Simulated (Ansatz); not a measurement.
System: Sb2, net charge -1, doublet state. 
Coordinates optimised at B3LYP-D3(BJ)/def2-TZVP (Ansatz, an electronic-structure program):
```
Sb
Sb 1 2.5933
```
Charge -1, spin multiplicity 2.

Total electronic energies in hartree. Correlated levels leave the core frozen unless marked. UHF or UKS for open shells. Spin-orbit coupling is left out. Frozen are the shells of the preceding noble gas and the d and f shells that filled before the atom's block. Past Kr the def2 sets carry scalar-relativistic core potentials. Basis-set limits of correlation are two-point, X^-3; Hartree-Fock from the larger set.

The UHF reference is spin-contaminated (<S^2> 0.73 over the pure value in the largest basis). The T1 diagnostic of CCSD in the largest basis is 0.086, which is high, so the coupled-cluster rows are less sure than usual.

```tsv
level	program	energy (Eh)
PBE-D3(BJ)/def2-TZVPD	Ansatz + dftd3	-480.57602
BLYP-D3(BJ)/def2-TZVPD	Ansatz + dftd3	[?]
PBE0/def2-TZVPD	Ansatz	-480.58972
HSE06-D3(BJ)/def2-TZVPD	Ansatz + dftd3	-480.58919
LC-wPBE-D4/def2-TZVPD	Ansatz + dftd4	[?]
wB97X-V/def2-TZVPD	Ansatz	[?]
RPA@PBE/def2-QZVPP	Ansatz	-478.98174
CCSD(T)/def2-TZVPPD	Ansatz	-478.83182
CCSD(T)/CBS(def2-TZVPPD,def2-QZVPPD)	Ansatz	-478.8672
```

Q: Complete the blanks.

A: 
- BLYP-D3(BJ)/def2-TZVPD, energy (Eh): -480.49148
- LC-wPBE-D4/def2-TZVPD, energy (Eh): -480.61826
- wB97X-V/def2-TZVPD, energy (Eh): -480.52021
